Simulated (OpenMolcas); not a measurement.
# Pd3+: ligand-field states by method

Pd3+ with 6 ligands (fluoride) in octahedral coordination (Oh) at 2.12 Å. A charge of +0.5 e stands 3.2 Å behind each ligand. Ligand basis ANO-RCC-VDZP.
```
Pd    0.0000    0.0000    0.0000
F     2.1200    0.0000    0.0000
F     0.0000    2.1200    0.0000
F    -2.1200    0.0000    0.0000
F     0.0000   -2.1200    0.0000
F     0.0000    0.0000    2.1200
F     0.0000    0.0000   -2.1200
```

```yaml
Program: OpenMolcas
Basis: ANO-RCC-VTZP [7s6p4d2f1g]
Scalar_Hamiltonian: DKH2, point nucleus
Active_space: 7 electrons in 5 orbitals (4d)
State_averaging: 2S+1 = 4 even, 10 roots; 2S+1 = 2 even, 40 roots
Spin-orbit_coupling: RASSI with atomic mean-field integrals over the reference wave functions
```

I. CASSCF
II. SS-CASPT2, IPEA 0.25 Eh, imaginary shift 0.1 Eh (closed shells correlated: 4s 4p and the ligand valence shells)

Spin-free states (labels of O, the rotations of Oh) in cm-1, each column counted from its own energy of the first state listed:

```csv
State,Degeneracy,I,II
4T1,3,0,0
2E,2,2632,-5930
4T2,3,12337,16920
2T1,3,14422,8420
2T2,3,14647,8560
2T1,3,19154,11170
4T1,3,23960,24650
2T2,3,26313,21010
4A2,1,26340,35270
2A1,1,26809,24250
2T1,3,29843,28060
2E,2,31925,28520
2T2,3,34825,27820
2T1,3,36398,32220
2T2,3,38214,30190
2E,2,41851,43660
2A2,1,43615,35870
2T1,3,47330,47350
2E,2,62130,52740
2T2,3,64843,58920
```

II puts a state of multiplicity 2 lowest, 5900 cm-1 below that state.

From I to II, I's first state of the same spin (4T2) moves from 12337 to 16920 cm-1, by about +4600 cm-1.

From I to II, I's first state of another spin (2E) moves from 2632 to -5930 cm-1, by about -8600 cm-1.

I: A least-squares ligand-field fit to the states below 45000 cm-1, each weighted by its degeneracy and with a free common offset, gives 10Dq = 14263 cm-1, B = 843 cm-1 and C = 3485 cm-1 (C/B = 4.13), with an rms deviation of 333 cm-1. The same method and metal basis give the free ion B = 997 cm-1 (fit to its terms below 60000 cm-1, rms deviation 13 cm-1), so the nephelauxetic ratio is β = 843 / 997 = 0.85; it hangs on how both fits weigh the states, and computed free-ion B values tend to be too large, so β mixes covalency with correlation.

χT at 300 K: I 2.93, II 0.57 cm3 K/mol.

Roots that are degenerate in the reference are averaged as groups; the widest CASPT2 spread within a group is 1300 cm-1 (the 3-fold group of multiplicity 2 near 14500 cm-1 above the lowest state of its run, II). Shifts and gaps below about the spread of the groups concerned are not significant. Over all roots computed the reference weight is 0.67 to 0.70 in II; a low but even weight reflects the number of correlated electrons. The least metal-like active orbital is 83 % on the metal (Löwdin) and no ligand orbital is active, so the numbers are rough. Ligand-to-metal charge-transfer states are missing. With no ligand orbital active B as a rule stays too high, so bands that hang on it stand too high and its fall with covalency is understated. An orbital triplet at a regular site is open to Jahn-Teller coupling, which can distort the site and quench the lowest spin-orbit gaps and is left out (holds for I). Without dynamic correlation the repulsion within the d shell is too large (B by tens of per cent), so at a given field states of lower spin stand too high (holds for I). This shell can be high or low spin here, a state of another spin lies low, and with metal d orbitals alone active their balance is uncertain, so the ground spin may be wrong (holds for I). With metal d orbitals alone the field can be off either way by tens of per cent (holds for I). An orbital doublet at a regular site is open to a Jahn-Teller distortion, which this geometry leaves out (holds for II). This shell can be high or low spin here, a state of another spin lies low, and with metal d orbitals alone active their balance is uncertain, so the ground spin may be wrong, although the usual error favours high spin (holds for II). These CASPT2 states fit no ligand-field parameters well, so their order and spin gaps are uncertain (holds for II). With one d shell and no ligand orbital active, 10Dq can be off by a tenth or more (holds for II). The distance lies 2 % over the 2.07 Å that this model takes as the normal distance (a Shannon-type radius plus a fixed donor radius); by an R⁻⁵ law this alone changes a d-shell field by about -11 %. No measured value stands beside these numbers; the geometry was imposed, not optimised, and the real ion may take another.
